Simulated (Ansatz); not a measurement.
Ideal-gas functions of F$_{2}$GaH$_{3}$OSi, SMILES `[F][Ga]([F])[O][SiH3]` at 600 K and 1 bar, from an Ansatz frequency run at PBE0-D4/def2-TZVP.

Molar mass 154.83 g/mol, point group C1 (symmetry number 1), electronic degeneracy 1, moments of inertia 88.765, 348.147, 431.011 u Å². Harmonic wavenumbers (cm⁻¹, unscaled): 24, 58, 65, 180, 200, 202, 518, 700, 724, 730, 739, 954, 955, 983, 1041, 2225, 2225, 2247.

Use S(trans) = R[1.5 ln M + 2.5 ln T − 1.1517]; rotational temperatures θ = 24.2544 K / I; S(rot) = R[ln(√π/σ · √(T³/θAθBθC)) + 1.5]; for each mode x = 1.438777 ν̃/T, S = R[x/(eˣ − 1) − ln(1 − e⁻ˣ)] and H = RT x/(eˣ − 1); 1 cm⁻¹ = 0.0119627 kJ/mol; R = 8.31446 J/(mol·K).

**Question.** By hand: the entropy, in J/(mol·K).

**Answer.** Translation 186.3. Rotation: θ = 0.2732, 0.0697, 0.0563 K, giving 125.4. Vibration, mode by mode: 32.05, 24.72, 23.78, 15.36, 14.50, 14.42, 7.03, 4.92, 4.70, 4.65, 4.57, 3.04, 3.03, 2.88, 2.58, 0.25, 0.25, 0.24, in all 163.0. Electronic 0.0. Sum 474.7 J/(mol·K).

**Question.** By hand: H − E and G − E in kJ/mol, counted from the electronic energy.

**Answer.** Zero-point energy ½ × 14770 × 0.0119627 = 88.3; thermal vibration 41.1; translation, rotation and pV give 4 RT = 20.0. H − E = 149.4 kJ/mol, and G − E = 149.4 − 600 × 474.7/1000 = -135.4 kJ/mol.

Vibration gives 34 % of the entropy, 80.6 J/(mol·K) of it from the modes under 150 cm⁻¹: soft modes count most, and the harmonic formula is weakest for them. The sum counts one conformer and one mirror image; others add a mixing term.
